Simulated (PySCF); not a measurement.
A GIAO shielding run with PySCF 2.14 (density fitting, non-relativistic, gas phase) on SMILES O=C[C@@H]1C[C@]1(Cl)CO[SiH3], C5H9ClO2Si:

```
$ OMP_NUM_THREADS=1 python probes_run.py task.json out

{"job": {"kind": "nmr", "xc": "PBE0", "basis": "pcSseg-1"}, "charge": 0, "multiplicity": 1}
O     -0.926934     0.712098    -1.903968
C     -1.337499    -0.304254    -1.407382
C     -1.672088    -0.478337     0.016504
C     -1.924516     0.749578     0.868183
C     -0.662060    -0.004152     1.056312
Cl    -0.528415    -1.021096     2.483434
C      0.673240     0.538840     0.608059
O      1.445741    -0.498881     0.098964
Si     2.639308    -0.438597    -1.001857
H     -1.500041    -1.212260    -2.017048
H     -2.211059    -1.383923     0.258973
H     -2.686553     0.682525     1.628856
H     -1.862222     1.702369     0.362195
H      1.185943     0.998509     1.463459
H      0.505335     1.310674    -0.150891
H      2.920389    -1.861611    -1.080416
H      3.767868     0.355572    -0.505771
H      2.164807     0.159264    -2.249246
```

Hardware: 1 thread of an Arm Neoverse N1, shared host. The job also computes population analyses, field gradients, ring-centre shieldings.

Q: How large is the calculation?

A: 86 electrons, 212 basis functions and 1145 auxiliary functions.

Q: How long does it take, and how much memory does it need?

A: 82 s of wall time, with 14 SCF cycles and 5 response iterations; peak memory 1 GiB. Times on a shared host scatter by some tens of per cent.
